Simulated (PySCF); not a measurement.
C₄H₁₀OSi. Atoms are numbered in the order given.

```xyz
16

C      0.1320    -2.9324     0.0000
C     -0.6840    -1.6551     0.0000
C      0.1485    -0.3933     0.0000
O      1.3607    -0.4259     0.0000
Si    -0.7204     1.3457     0.0000
C      0.6259     2.6417     0.0000
H      0.7846    -2.9805     0.8836
H     -0.5181    -3.8191     0.0000
H      0.7846    -2.9805    -0.8836
H     -1.3597    -1.5967     0.8739
H     -1.3597    -1.5967    -0.8739
H     -1.6040     1.4408     1.2066
H     -1.6040     1.4408    -1.2066
H      1.2637     2.5161    -0.8876
H      0.2146     3.6619     0.0000
H      1.2637     2.5161     0.8876
```

Coordinates come from a PBE0-D3(BJ)/def2-SVP optimisation. A frequency run showed that this geometry is not a minimum. This is a generated structure with no PubChem entry under its InChIKey; it may be hypothetical. The values are those of a single conformer.

All values below come from TDA-PBE/def2-SVPD run with PySCF.

Vertical excitations. Isolated molecule, no solvent. State labels are in the subgroup Cs.

| state | symmetry | energy (eV) | λ (nm) | f | main pairs |
|---|---|---|---|---|---|
| S1 | A" | 3.47 | 357 | 0.002 | HOMO→LUMO 100 % |
| S2 | A' | 5.08 | 244 | 0.008 | HOMO→LUMO+1 98 % |
| S3 | A' | 5.39 | 230 | 0.006 | HOMO→LUMO+2 93 % |
| S4 | A" | 5.80 | 214 | 0.002 | HOMO−1→LUMO 100 % |
| S5 | A' | 5.97 | 208 | 0.001 | HOMO→LUMO+3 94 % |
| S6 | A' | 6.04 | 205 | 0.004 | HOMO−2→LUMO 51 %, HOMO→LUMO+4 49 % |
| T1 | A" | 2.79 | 445 | 0 | HOMO→LUMO 100 % |
| T2 | A' | 4.96 | 250 | 0 | HOMO→LUMO+1 99 % |
Triplets are in the Tamm–Dancoff approximation.
